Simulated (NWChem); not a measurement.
**Atomisation of H4Ge**

```
Ge
H 1 1.5483
H 1 1.5483 2 109.47
H 1 1.5483 2 109.47 3 -120.00
H 1 1.5483 2 109.47 3 120.00
```
Charge 0, spin multiplicity 1.

Program: NWChem. All single points use one geometry, from PBE/def2-SVP, a minimum by its harmonic frequencies.

Basis set: def2-TZVP. The atomisation energy is electronic alone: no zero-point, thermal, spin-orbit or counterpoise terms. No value is extrapolated to the basis-set limit. Free atoms are single determinants with multiplicities Ge 3, H 2.

The Hamiltonian is non-relativistic. B3LYP has NWChem's definition, with VWN1-RPA local correlation. The structure started from a generated list of species. No SCF solution was tested for a lower state. Open-shell Hartree-Fock references start from PBE0 orbitals.

Q: One of these methods gave an atomisation energy of 224.5 kcal/mol. Which?
(A) B3LYP
(B) PBE0
(C) BP86
(D) HF

A: D, HF. The others give 298.9 (BP86), 288.0 (PBE0), 293.6 (B3LYP).
